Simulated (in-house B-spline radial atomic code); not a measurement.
# RPA and G0W0 on LDA exchange-only: Ge²⁺

Configuration [Ar] 3d10 4s2, mean-field start LDA exchange-only. Computed with an all-electron radial atomic-structure program (B-spline basis): all electrons, scalar-relativistic (spin-free one-electron X2C), finite nucleus, each spin shell either full or empty, empty states to l = 9 with an (l + 1/2)⁻⁴ tail; G0W0 by contour deformation at full frequency.

Command:
```bash
python run_gw.py task.json out
```
Settings (radii: box in bohr, nucleus in fm):
```
Z                        32
electrons                30
configuration            [Ar] 3d10 4s2
hamiltonian              x2c
method                   lda,
lmax                     9
rms_radius               4.0742
spin_polarised           False
box_radius               17.55
intervals                70
ion_configuration        [Ar] 3d10 4s1
```

Cost of the run: 9.7 s on 1 thread of Arm Neoverse N1, with other jobs on the host.

Energies (hartree):

```csv
term,value
mean-field total,-2091.85690
Hartree-Fock functional on these orbitals,-2096.23505
direct second order,-2.7804
second-order exchange,0.80152
SOSEX correction,0.71426
```

(1) What is the RPA correlation energy, and what remains with SOSEX?

Quasi-particle levels (eV):

```csv
level,occupied,mean field,Σx - vxc,Σc,QP weight,G0W0
4s,yes,-28.292,-4.45,?,?,?
4p,no,-18.932,4.21,-1.42,0.943,-16.144
```

G0W0 = mean field + (Σx - vxc) + Σc, with Σc (partial-wave tail included) taken at the quasi-particle energy. Only the outer levels were computed. Levels of low weight are left out.

(2) Where does G0W0 put 4s?

(3) What does it cost to remove one electron (to [Ar] 3d10 4s1) by differences of total energies, each species on its own start (correlation terms add to the Hartree-Fock functional)?

Answers

(1) RPA gives -2.3132 hartree (-2.1 eV per electron); RPA + SOSEX gives -1.5989, and the second-order doubles -1.9789 hartree (no singles). SOSEX takes back 31 % of the RPA value.

(2) At -34.57 eV, with Σc = -1.83 eV and a quasi-particle weight of 0.938. The tabulated removal energy is 34.058 ± 0.0012 eV (NIST, measured); the calculation leaves out spin-orbit coupling, Breit and QED terms, and what these don't explain is the method's own error.

(3) LDA exchange-only 33.28 eV, Hartree-Fock functional 32.07 eV, + RPA 34.50 eV, + RPA + SOSEX 33.94 eV, + second order 35.19 eV. Tabulated: 34.058 ± 0.0012 eV (NIST, measured); the calculation leaves out spin-orbit coupling, Breit and QED terms, and what these don't explain is the method's own error.
